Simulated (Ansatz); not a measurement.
Reaction (formal exchange of groups at a B–C bond): `C#CBCO` + `F/C=C/[SiH3]` → `OCB[SiH3]` + `C#C/C=C/F`

Isolated molecules relaxed with PBE0-D4/def2-TZVP in Ansatz; ΔE leaves out vibrations. CBS: MP2 limit from def2 TZ/QZ plus the TZ coupled-cluster correction, frozen cores. Double bonds are as drawn, so ΔE can hold a change between cis and trans. DFT in def2-TZVPP. Each species was taken in one conformer, which may not be the lowest.

(1) Is it downhill or uphill in electronic energy at CCSD(T)/CBS, and by how much? (An estimate is asked.)

(2) What do these levels give: r2SCAN-D4, PBE-QIDH, PBE0, HF/def2-SVP, CCSD/def2-TZVPP, MP2/CBS(def2)? (Estimate.)

(3) What do rigid-rotor, harmonic-oscillator terms from PBE0-D4/def2-TZVP frequencies (298.15 K, 1 bar) make of the CCSD(T)/CBS value? (Estimate.)

Largest T1 diagnostic among the species: 0.013.

Results:

(1) Ansatz gave: Uphill: ΔE = +98.0 kJ/mol.

(2) The calculation gave: r2SCAN-D4 93.1, PBE-QIDH 94.4, PBE0 85.9, HF/def2-SVP 90.9, CCSD/def2-TZVPP 95.8, MP2/CBS(def2) 104.1 kJ/mol.

(3) The calculation gave: ΔZPE = -2.7 kJ/mol, ΔH = +96.0 kJ/mol, ΔS = 5 J/(mol·K), ΔG = +94.6 kJ/mol.

From PBE to PBE0 (25 % exact exchange), in def2-TZVPP and without D4, ΔE moves by +3.2 kJ/mol. At CCSD(T), def2-SVP lies −14.8 kJ/mol from the extrapolated value and def2-TZVPP −1.8 kJ/mol.
